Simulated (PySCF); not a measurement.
thionyl fluoride (F2OS), SMILES S(F)(F)=O. Heavy atoms are numbered as in [O:1]=[S:2]([F:3])[F:4].

The structure is a stationary point at PBE0-D3(BJ)/def2-TZVP.

These are PBE0/pcSseg-2 run with PySCF values and carry that method's errors.

GIAO shieldings, no solvent; atoms alike by connectivity are averaged. δ = σ(ref) − σ: ¹⁷O against H2O (σ = 327.8 ppm); ³³S against H2S (σ = 711.3 ppm); ¹⁹F against CFCl3 (σ = 165.8 ppm), references at their B3LYP-D3(BJ)/def2-TZVP geometries, non-relativistic.

```
nucleus  atoms  count  δ (ppm)
-------  -----  -----  -------
¹⁷O         O1      1    311.7
³³S         S2      1    759.7
¹⁹F         F3      2     63.4
```
